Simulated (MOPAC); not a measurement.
Input file for MOPAC: AM1 on FHSTe (SMILES F[Te]S), a point of a torsion scan.

```
AM1 1SCF PRECISE CHARGE=0 THREADS=1
FHSTe

F      1.77313014 1    -0.75210129 1     0.12116871 1
Te     0.92403993 1     1.02173103 1    -0.31782821 1
S     -1.23271842 1     0.44911898 1     0.40196994 1
H     -1.71481666 1    -0.04106340 1    -0.74030498 1
```

The log:

```
*******************************************************************************
 **                                                                           **
 **                              MOPAC v23.2.5                                **
 **                                                                           **
 *******************************************************************************
 ** MOPAC's Digital Object Identifier: https://doi.org/10.5281/zenodo.6511958 **
 **                                                                           **
 ** Please cite the open-source release paper for use of this MOPAC version:  **
 ** J. E. Moussa and J. J. P. Stewart (2026)                                  **
 ** MOPAC: An open-source semiempirical molecular orbital program             **
 ** J. Open Source Softw., 11(119), 8025, https://doi.org/10.21105/joss.08025 **
 *******************************************************************************

                              AM1 CALCULATION RESULTS

 *******************************************************************************
 *  AM1        - The AM1 Hamiltonian to be used
 *
 *
 *
 *                 CHARGE ON SYSTEM = 0
 *
 *
 *
 *  PRECISE    - TIGHTER CRITERIA TO BE USED
 *  1SCF       - DO 1 SCF AND THEN STOP
 *  THREADS=1  - MULTI-THREADING NOT USED
 *  T=         - A TIME OF 172800.0 SECONDS REQUESTED
 *  DUMP=N     - RESTART FILE WRITTEN EVERY 7200.0 SECONDS REQUESTED
 *******************************************************************************
AM1 1SCF PRECISE CHARGE=0 THREADS=1
 FHSTe

   ATOM   CHEMICAL          X               Y               Z
  NUMBER   SYMBOL      (ANGSTROMS)     (ANGSTROMS)     (ANGSTROMS)

     1       F          1.77313014  *  -0.75210129  *   0.12116871  *
     2      Te          0.92403993  *   1.02173103  *  -0.31782821  *
     3       S         -1.23271842  *   0.44911898  *   0.40196994  *
     4       H         -1.71481666  *  -0.04106340  *  -0.74030498  *



          CARTESIAN COORDINATES

    NO.       ATOM           X           Y           Z

     1         F          1.7731     -0.7521      0.1212
     2        Te          0.9240      1.0217     -0.3178
     3         S         -1.2327      0.4491      0.4020
     4         H         -1.7148     -0.0411     -0.7403

  H: (AM1): M.J.S. DEWAR ET AL, J. AM. CHEM. SOC. 107 3902-3909 (1985)
  F: (AM1): M.J.S. DEWAR AND E. G. ZOEBISCH, THEOCHEM, 180, 1 (1988).
  S: (AM1): M.J.S. DEWAR, Y-C YUAN, INORGANIC CHEMISTRY, 29, 3881:3890,  (1990)
 Te: (AM1): J. J. P. STEWART, J. MOL. MOD., 10, 155-164 (2004)

           Empirical Formula: H F Te S  =     4 atoms



      MOLECULAR POINT GROUP   :   C1


      RHF CALCULATION, NO. OF DOUBLY OCCUPIED LEVELS = 10


 -------------------------------------------------------------------------------
 AM1 1SCF PRECISE CHARGE=0 THREADS=1
 FHSTe



     1SCF WAS SPECIFIED, SO BFGS WAS NOT USED
     SCF FIELD WAS ACHIEVED


                              AM1 CALCULATION
                                                       MOPAC v23.2.5 Linux




          FINAL HEAT OF FORMATION =        -16.15218 KCAL/MOL =     -67.58073 KJ/MOL


          COSMO AREA              =        109.49 SQUARE ANGSTROMS
          COSMO VOLUME            =         98.31 CUBIC ANGSTROMS

          IONIZATION POTENTIAL    =          7.611724 EV
          HOMO LUMO ENERGIES (EV) =         -7.612 -2.199
          NO. OF FILLED LEVELS    =         10
          MOLECULAR WEIGHT        =        179.6663         POINT GROUP:  C1

          MOLECULAR DIMENSIONS (Angstroms)

            Atom       Atom       Distance
            H     4    F     1     3.66244
           Te     2    H     4     1.57541
            S     3    H     4     1.07168


          SCF CALCULATIONS        =          1





   ATOM   CHEMICAL          X               Y               Z
  NUMBER   SYMBOL      (ANGSTROMS)     (ANGSTROMS)     (ANGSTROMS)

     1       F          1.77313014  *  -0.75210129  *   0.12116871  *
     2      Te          0.92403993  *   1.02173103  *  -0.31782821  *
     3       S         -1.23271842  *   0.44911898  *   0.40196994  *
     4       H         -1.71481666  *  -0.04106340  *  -0.74030498  *

                             CARTESIAN COORDINATES

   1    F        1.773130140    -0.752101290     0.121168710
   2   Te        0.924039930     1.021731030    -0.317828210
   3    S       -1.232718420     0.449118980     0.401969940
   4    H       -1.714816660    -0.041063400    -0.740304980


           Empirical Formula: H F Te S  =     4 atoms



      MOLECULAR POINT GROUP   :   C1


                  EIGENVALUES
 -45.63340 -24.00154 -18.44624 -14.65382 -13.90157 -13.64813 -13.10315 -11.02574
  -9.90706  -7.61172  -2.19945  -0.48843   1.17787


              NET ATOMIC CHARGES AND DIPOLE CONTRIBUTIONS

  ATOM NO.   TYPE          CHARGE      No. of ELECS.   s-Pop       p-Pop
    1          F          -0.364457        7.3645     1.95030     5.41416
    2         Te           0.546251        5.4537     1.94783     3.50592
    3          S          -0.243156        6.2432     1.91981     4.32335
    4          H           0.061362        0.9386     0.93864
 DIPOLE           X         Y         Z       TOTAL
 POINT-CHG.     0.255     3.461    -1.734     3.879
 HYBRID        -0.412    -1.640    -0.463     1.753
 SUM           -0.157     1.820    -2.197     2.857


          ATOMIC ORBITAL ELECTRON POPULATIONS

     Atom    s        px        py        pz
    1  F   1.95030   1.87007   1.57164   1.97245
    2 Te   1.94783   0.81269   0.87104   1.82220
    3  S   1.91981   1.28834   1.81611   1.21889
    4  H   0.93864

 **********************
 *                    *
 * JOB ENDED NORMALLY *
 *                    *
 **********************




 == MOPAC DONE ==
```

The run finished.

Cost: roughly 0.03 core-seconds.
